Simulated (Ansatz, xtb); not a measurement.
ClHOSeSi: which of two isomers lies lower

Structure X: `O=[Si](Cl)[SeH]`, a singlet. Structure Y: `O[Si](Cl)=[Se]`, a singlet. Both are isolated molecules in the gas phase, relaxed with r2SCAN-D4/def2-SVP; the shapes shown needn't be the lowest conformers.

X (Å):

```yaml
atoms:
  - { symbol: Cl, position_ang: [-1.6791, 3.7421, 0.0838] }
  - { symbol: O, position_ang: [-3.3030, 1.0054, 0.3512] }
  - { symbol: Se, position_ang: [-0.0809, 0.8199, -0.7067] }
  - { symbol: Si, position_ang: [-1.9970, 1.7243, -0.0030] }
  - { symbol: H, position_ang: [-0.6712, -0.5288, -0.6428] }
```

Y (Å):

```xyz
5

Cl   -2.0318    3.2747   -0.1381
O    -1.7043    0.4579    0.7402
Se   -0.5820    0.7137   -2.3698
Si   -1.4097    1.3633   -0.5950
H    -2.0996    0.9041    1.5023
```

Quicker runs give these differences E(Y) − E(X): GFN2-xTB −34.2 kJ/mol; HF/STO-3G −123.3 kJ/mol (at GFN2-xTB geometries); r2SCAN-D4/def2-SVP//GFN2-xTB −87.1 kJ/mol.

**Question.** Estimate E(Y) − E(X) at the level CCSD(T)/def2-TZVP.

**Answer.** Calculated at CCSD(T)/def2-TZVP: E(Y) − E(X) = −78.4 kJ/mol, so structure Y lies lower.

How the difference moves with the method:

```tsv
level	geometry	E(Y) − E(X) (kJ/mol)	departure from the last row (kJ/mol)	job, with rough time for the two
GFN2-xTB	GFN2-xTB	−34.2	+44.2	optimisation, 0.21 s
HF/STO-3G	GFN2-xTB	−123.3	−44.9	single point, 0.39 s
r2SCAN-D4/def2-SVP//GFN2-xTB	GFN2-xTB	−87.1	−8.7	single point, 3 s
r2SCAN-D4/def2-SVP	r2SCAN-D4/def2-SVP	−84.2	−5.8	optimisation, 29 s
HF/def2-TZVP	r2SCAN-D4/def2-SVP	−105.1	−26.7	part of the CCSD(T) run
MP2/def2-TZVP	r2SCAN-D4/def2-SVP	−77.8	+0.6	part of the CCSD(T) run
CCSD(T)/def2-TZVP	r2SCAN-D4/def2-SVP	−78.4		single point, 95 s
```

As drawn, Y has 1 O–Si, 1 Se=Si, 1 O–H in place of 1 O=Si, 1 Se–Si, 1 Se–H.

None of the levels shown reverses the order. The largest departure from CCSD(T)/def2-TZVP is that of HF/STO-3G, 44.9 kJ/mol.

With harmonic frequencies from r2SCAN-D4/def2-SVP (ideal gas, rigid rotor, one conformer each, 200 K, 1 atm): on the last row, ΔE + ΔZPE = −69.5, ΔH = −69.9, ΔG = −69.2 kJ/mol.

The correlated steps freeze 20 core orbitals; the filled d shell of Se is correlated, in a basis made for valence electrons. Run with Ansatz 0.2.0, xtb 6.7.1; the last row on 2 threads of Arm Neoverse V1 on a shared host.
